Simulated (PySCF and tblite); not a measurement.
Results of a calculation; reference values are marked as such.
C₆H₁₁Cl, numbered as in [Cl:1][CH:2]1[CH2:3][CH2:4][CH2:5][CH2:6][CH2:7]1.

Free energies: PBE0-D3(BJ)/def2-TZVP on PBE0-D3(BJ)/def2-SVP structures plus GFN2-xTB thermal terms, symmetry and mirror images included. Conformers within 4 kcal/mol (GFN2-xTB free energy) were kept, 5 at most. Programs: PySCF with density fitting and tblite.

The 6-ring runs over atoms 2–3–4–5–6–7.

```json
{"conformer": "1", "shape": "6-ring chair (Cl1 axial)", "symmetry": "Cs", "E(GFN2) kcal/mol": "0.50"}
{"conformer": "2", "shape": "6-ring chair (all substituents equatorial)", "symmetry": "Cs", "E(GFN2) kcal/mol": "0.00"}
```

(1) Which of these conformers is the most populated at 298.15 K, and with what share?

(2) Give the DFT energies and free energies relative to the lowest, and all weights.

(3) How does its share change from 200 K to 400 K?

## Answers

(1) Conformer 2, about 69 %. The lead over the next is within the error of the method.

(2) 
```tsv
conformer	shape	E(DFT) kcal/mol	G(298.15 K) kcal/mol	weight %
1	6-ring chair (Cl1 axial)	0.37	0.48	30.9
2	6-ring chair (all substituents equatorial)	0.00	0.00	69.1
```

(3) From 75 % to 66 %; the mixing entropy goes from 1.13 to 1.27 cal/(mol K).
